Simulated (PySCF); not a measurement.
## Electron correlation in Pd²⁺ (palladium, charge +2)

[Kr] 4d7 5p1, one real determinant (an excited configuration). All numbers are calculated (PySCF 2.14, scalar relativity through the core potential, in def2-TZVPPD with the def2 core potential (28 electrons)). Frozen: 4s2 4p6; 8 electrons correlated.

| level | correlation energy (mhartree) |
| --- | --- |
| CCSD | -175.17 |
| (T) | -3.88 |
| CCSD(T) | -179.05 |

Diagnostics: T1 = 0.0076, D1 = 0.0242, largest double amplitude 0.042.

The real determinant used has ⟨L²⟩ near 14 against 20 for a pure G term, so it mixes terms.

Cost of the coupled-cluster step: roughly 4 core-seconds, for 8 correlated electrons.

The reference is one real determinant that mixes LS terms of this configuration.
